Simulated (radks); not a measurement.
Results of a calculation; reference values are marked as such.
Spherical quantum dot in the effective-mass picture: electrons in a hard-walled sphere of radius 3.16, with a point charge +1 (a donor) at the centre, all in effective atomic units (hartree* = m*/eps^2 hartree, bohr* = eps/m* bohr), one dielectric constant everywhere. Level of theory: non-relativistic Kohn-Sham, LDA (Slater exchange, Perdew-Wang correlation), spin-polarised, spherical densities (a radial shooting solver with Libxc functionals). Levels are named by radial order and angular momentum (1s, 1p, 1d, 2s, ...), and open shells are averaged over m.

N = 8, configuration 1s2 1p6. This is the lowest configuration that the search found. Occupied and some empty levels:

| level | occupation | eigenvalue (hartree*) | <r> (bohr*) |
|---|---|---|---|
| 1s | 2 | 3.2199 | 1.620 |
| 1p | 6 | 3.7021 | 1.982 |
| 1d | 0 | 4.2796 | 2.129 |
| 2s | 0 | 4.4139 | 1.456 |
| 1f | 0 | 4.9992 | 2.228 |

Energy (hartree*): total 14.4532, kinetic 7.3028, external -4.8858, Hartree 15.157, exchange-correlation -3.1212. Static polarisability (adiabatic kernel): 9.881 bohr*^3.

Electron density:

| r (bohr*) | n(r) (e/bohr*^3) |
|---|---|
| 0.0788 | 0.2550 |
| 0.316 | 0.1748 |
| 0.552 | 0.1388 |
| 0.789 | 0.1267 |
| 1.03 | 0.1266 |
| 1.26 | 0.1310 |
| 1.50 | 0.1337 |
| 1.74 | 0.1299 |
| 1.97 | 0.1158 |
| 2.21 | 0.09094 |
| 2.45 | 0.05912 |
| 2.68 | 0.02839 |
| 2.92 | 0.007102 |
| 3.16 | 6.367e-06 |
